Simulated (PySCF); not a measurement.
1,2-difluorocyclopenta-1,3-diene (C5H4F2), SMILES C1(=C(C=CC1)F)F. Geometry: PBE-D3(BJ)/def2-SVP. Other conformers were not sampled.

Calculation: PySCF with PBE-D3(BJ)/def2-SVP.

Harmonic wavenumbers (cm⁻¹): 220, 262, 277, 379, 440, 553, 602, 674, 684, 817, 858, 901, 938, 1022, 1058, 1110, 1176, 1242, 1312, 1333, 1401, 1560, 1709, 2971, 3012, 3156, 3178. Rotational constants (GHz): 3.548, 3.120, 1.678; symmetry number 1.

Question: Work out the zero-point energy and the ideal-gas rigid-rotor harmonic-oscillator thermochemistry at 298.15 K and 1 atm.

Answer: ZPE = ½ Σ hcν = ½ × 32845 cm⁻¹ = 46.95 kcal/mol. H − E(el) = 51.23 kcal/mol. Entropy in cal/(mol K): translation 39.78, rotation 27.25, vibration 9.67, total 76.71. G − E(el) = 28.36 kcal/mol. Cp = 23.97 cal/(mol K).
